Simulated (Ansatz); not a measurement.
Ansatz (a quantum-chemistry and plane-wave program) was given this input:
Ansatz 0.2 input:
```yaml
crystal:
  periodic: [false, false, false]
  atoms:
    - {symbol: B, position_ang: [0.00000000, 0.00000000, 0.00000000]}
    - {symbol: I, position_ang: [2.07997803, -0.36410154, -0.62335308]}
    - {symbol: I, position_ang: [-0.77243186, -0.91717242, 1.84650789]}
    - {symbol: I, position_ang: [-1.30754617, 1.28127396, -1.22315481]}
basis:
  gaussian:
    orbitals: STO-3G
hamiltonian:
  xc: pbe
total_charge: -1
magnetization: {spin_polarized: true, initial_magnetization: 1}
```

**Question.** Predict the number of basis functions from Ansatz with PBE/STO-3G.

**Answer.** 86

**Question.** What total energy does PBE/STO-3G give?

**Answer.** -20581.1296 Eh

**Question.** What is the computed <S^2> (PBE/STO-3G)?

**Answer.** 0.757

A gas-phase anion may not be bound at this level; its values then depend on the basis.
